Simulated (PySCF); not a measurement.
## Polarisability and C₆ of Al (aluminium, neutral)

[Ne] 3s2 3p1, 2P determinant. All numbers are calculated (PySCF 2.14, scalar relativity by spin-free X2C-1e, in ANO-RCC-VTZP). Coupled (time-dependent) response in atomic units; α is the mean over directions. The basis has no added diffuse functions, which lowers α and C₆.

| method | mean α (bohr³) | α xx, yy, zz | C₆ (like pair) | S(−4) |
| --- | --- | --- | --- | --- |
| UHF | 39.23 | 38.11, 41.47, 38.11 | 313.3 | 606.2 |
| PBE | 37.90 | 36.36, 40.97, 36.36 | 297.4 | 532.7 |
| PBE0 | 38.18 | 36.75, 41.03, 36.75 | 301.2 | 540.0 |
| wB97X | 38.32 | 37.04, 40.88, 37.04 | 302.4 | 542.4 |
| TPSSh | 39.10 | 38.06, 41.19, 38.06 | 316.9 | 555.8 |

S(−4) is the Cauchy moment in α(ω) = α(0) + S(−4) ω² + …

Reference α: 57.8 ± 1 bohr³ (recommended; Schwerdtfeger and Nagle, table of static dipole polarizabilities (2023 update)). Published C₆: 528.0 (Chu and Dalgarno (2004); Tang, Norbeck and Certain (1976)).

α(iu) at wB97X:

```json
{"u (hartree)": "0", "α(iu) (bohr³)": "38.32"}
{"u (hartree)": "0.0500", "α(iu) (bohr³)": "37.02"}
{"u (hartree)": "0.100", "α(iu) (bohr³)": "33.63"}
{"u (hartree)": "0.200", "α(iu) (bohr³)": "24.82"}
{"u (hartree)": "0.300", "α(iu) (bohr³)": "17.43"}
{"u (hartree)": "0.500", "α(iu) (bohr³)": "9.053"}
{"u (hartree)": "0.750", "α(iu) (bohr³)": "4.759"}
{"u (hartree)": "1.00", "α(iu) (bohr³)": "2.918"}
{"u (hartree)": "1.50", "α(iu) (bohr³)": "1.457"}
{"u (hartree)": "2.00", "α(iu) (bohr³)": "0.9073"}
{"u (hartree)": "3.00", "α(iu) (bohr³)": "0.4880"}
{"u (hartree)": "5.00", "α(iu) (bohr³)": "0.2413"}
```

A single London oscillator, α(iu) = α/(1 + u²/ω²), gives C₆ = (3/4) ω α². Matching the computed C₆ needs ω = 4 × 302.4 / (3 × 38.32²) = 0.275 hartree.

The components differ because the open shell of this determinant is not spherical; for a pure term their mean is the scalar polarisability.
